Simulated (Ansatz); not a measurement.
Reaction (hydrogenolysis of the Si–N bond): `N[Si](N)([SiH3])[SiH3]` + H₂ → `N[SiH]([SiH3])[SiH3]` + NH₃

Calculated with Ansatz (gas phase, PBE0-D4/def2-TZVP geometries, no zero-point term in ΔE). CBS: MP2 limit from def2 TZ/QZ plus the TZ coupled-cluster correction, frozen cores. This one scheme is used for every species. DFT in def2-TZVPP. B3LYP here is the variant with VWN-RPA as its local correlation; programs differ in this. One conformer a species, not always the lowest.

| level | ΔE (kcal/mol) | difference from CCSD(T)/CBS |
| --- | --- | --- |
| r2SCAN-D4 | 8.8 | 0.9 |
| PBE0-D4 | 7.2 | -0.7 |
| B3LYP-D4 | 8.3 | 0.4 |
| ωB97X-V | 7.2 | -0.7 |
| ωB97M-V | 7.9 | 0.0 |
| B2PLYP | 6.9 | -1.0 |
| r2SCAN | 8.3 | 0.4 |
| PBE0 | 5.7 | -2.2 |
| B3LYP | 5.7 | -2.2 |
| HF/def2-TZVPP | 3.5 | -4.4 |
| SCS-MP2/def2-TZVPP | 7.5 | -0.4 |
| CCSD/def2-TZVPP | 6.2 | -1.7 |
| CCSD(T)/def2-TZVPP | 7.2 | -0.7 |
| HF/def2-QZVPP | 3.7 | -4.2 |
| MP2/def2-QZVPP | 9.3 | 1.4 |
| SCS-MP2/def2-QZVPP | 8.1 | 0.2 |
| CCSD(T)/CBS | 7.9 | 0 |

Largest T1 diagnostic among the species: 0.013.

The D4 term adds +2.6 kcal/mol with B3LYP and +1.5 kcal/mol with PBE0; it sums over pairs of atoms, weighted by their polarisabilities, and B3LYP, whose exchange is more repulsive, gets the larger term. In def2-TZVPP, CCSD(T) changes the Hartree–Fock value by +3.7 kcal/mol (the triples alone add +1.0 kcal/mol) and MP2 by +5.3 kcal/mol.
